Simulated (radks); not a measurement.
These are the eigenvalues of the occupied orbitals of an atom or ion with whole-number occupations (hartree). Method: scalar-relativistic Kohn-Sham, PBE, spin-polarised, spherical densities, finite nucleus; Fermi nuclear charge, rms radius of each element as measured or else 0.836 A^(1/3) + 0.57 fm; computed with a radial shooting solver on a logarithmic mesh with Libxc functionals.

| orbital | eigenvalue |
|---|---|
| 1s | -787.4835 |
| 2s | -158.7708 |
| 2p | -148.5014 |
| 3s | -62.59372 |

Which element is it, and in what charge state? The configuration may be excited. Open shells, if any, are filled with parallel spins first.

Answer. Z = 42, molybdenum, charge +30: Mo30+ in [Ne] 3s2. The list shows which subshells hold electrons but not how many an open one holds; the 1s level, -787.48 hartree, gives Z - s = 39.7 by -(Z - s)^2/2, which with screening and relativity narrows Z to a few neighbours, and the depths of the outer levels then fix element, charge and occupations together.
